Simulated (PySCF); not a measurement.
Al(Me)(OH)(OSiMe3), C4H13AlO2Si, SMILES [CH3][Al]([OH])[O][Si](C)(C)C (GFN2-xTB optimised geometry):

```
21

Al    -1.470     0.140     0.000
C     -2.391    -1.624    -0.003
H     -2.152    -2.190    -0.902
H     -3.471    -1.504     0.046
H     -2.075    -2.232     0.843
O     -2.335     1.539     0.000
H     -2.742     2.392    -0.002
O      0.214     0.140     0.000
Si     1.849     0.095    -0.001
C      2.482     1.305    -1.332
C      2.463     0.610     1.729
C      2.390    -1.691    -0.400
H      3.567     1.309    -1.380
H      2.156     2.320    -1.127
H      2.109     1.035    -2.316
H      2.137     1.615     1.979
H      3.547     0.589     1.785
H      2.080    -0.057     2.496
H      2.029    -2.002    -1.376
H      1.999    -2.392     0.330
H      3.471    -1.784    -0.403
```

Computed with PySCF with CAM-B3LYP/def2-SVP.

Task: What are the frontier orbital energies and the dipole moment?

Result: HOMO-2 -9.48 eV, HOMO-1 -9.12 eV, HOMO -8.97 eV, LUMO 1.22 eV, LUMO+1 1.76 eV; dipole moment 1.13 D.

Meta-Löwdin charges at CAM-B3LYP/def2-SVP: Al1 1.07, C2 -0.60, H3 0.11, H4 0.11, H5 0.11, O6 -0.72, H7 0.34, O8 -0.82, Si9 1.13, C10 -0.56, C11 -0.56, C12 -0.56, H13 0.10, H14 0.11, H15 0.11, H16 0.11, H17 0.11, H18 0.11, H19 0.11, H20 0.11, H21 0.10.
